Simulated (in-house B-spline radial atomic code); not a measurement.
Settings and results of a run for Fe6+ (an excited or competing configuration). Level of theory: Dirac-Hartree-Fock, average of configuration, Fermi nucleus of rms radius 3.7377 fm; calculated with a radial B-spline atomic code at the basis-set limit.

Command:
```bash
python run_scf.py task.json out
```
Settings (nuclear radius in fm, mass in u):
```
Z                26
configuration    [Ne] 3s2 3p5 3d2 5f1
hamiltonian      dirac
method           hf
spin_polarised   False
nucleus          fermi
rms_radius       3.7377
atomic_mass      55.93494
speed_of_light   137.035999084
```

Output (hartree, bohr):
```
 radial grid: 69 intervals, B-splines of order 8, outer radius 21.6418 bohr

 iter        energy (Eh)    residual
    1      -1244.7285952    8.30e-01
    2      -1255.0251844    2.28e-01
    3      -1255.6578578    8.51e-02
    4      -1255.7532256    3.18e-02
    5      -1255.7685811    7.70e-03
    6      -1255.7695755    4.41e-04
    7      -1255.7695781    2.26e-05
    8      -1255.7695781    2.30e-06
    9      -1255.7695781    1.16e-07

 total energy                    -1255.769578
 kinetic                           1274.34292
 electron-nucleus                 -2909.63573
 electron-electron                  379.52323

 first-order corrections (not in the total)
   Gaunt                            0.51096
   retardation                     -0.04478
   frequency dependence            -0.00123
   self-energy                      0.34125
   Uehling                         -0.02885
   Wichmann-Kroll                   0.00018
   recoil                           0.00961

 orbital      occ     eigenvalue          <r>       <r^2>       <1/r>       <r^4>     <1/r^2>       r_max    small
 1s1/2      2.000     -269.09922    0.0584196  0.00459038     25.9828  5.4352e-05      1383.5     0.03828  8.75e-03
 2s1/2      2.000      -37.74756     0.264639   0.0826532     5.62355   0.0118815     133.711      0.2216  1.63e-03
 2p1/2      2.000      -33.11696     0.232652   0.0665119     5.53333  0.00899534     42.8949      0.1782  1.59e-03
 2p3/2      4.000      -32.65024      0.23559   0.0680703     5.43716  0.00938152     40.5462      0.1807  1.57e-03
 3s1/2      2.000       -8.82700     0.760708     0.66038     1.85669     0.66798     21.8021      0.6794  3.93e-04
 3p1/2      1.667       -7.36975     0.775783    0.696833     1.76264    0.778437      6.9268      0.6803  3.63e-04
 3p3/2      3.333       -7.29890     0.781997    0.707773     1.74308    0.802098     6.58571      0.6861  3.59e-04
 3d3/2      0.800       -5.22657     0.784436    0.732544     1.56172    0.989074     3.10323      0.6232  2.95e-04
 3d5/2      1.200       -5.21774     0.786152    0.735562     1.55755    0.996527     3.08316      0.6246  2.94e-04
 5f5/2      0.429       -1.00882      4.30128       21.16    0.301459     633.346    0.137331       4.504  3.04e-05
 5f7/2      0.571       -1.00880      4.30144     21.1612    0.301426     633.397    0.137277       4.504  3.04e-05
```

Time taken, with all properties: 1.3 s on 1 thread of Arm Neoverse V1, with other jobs on the host.

For the Dirac Hamiltonian the kinetic term is c α·p + (β - 1)c².
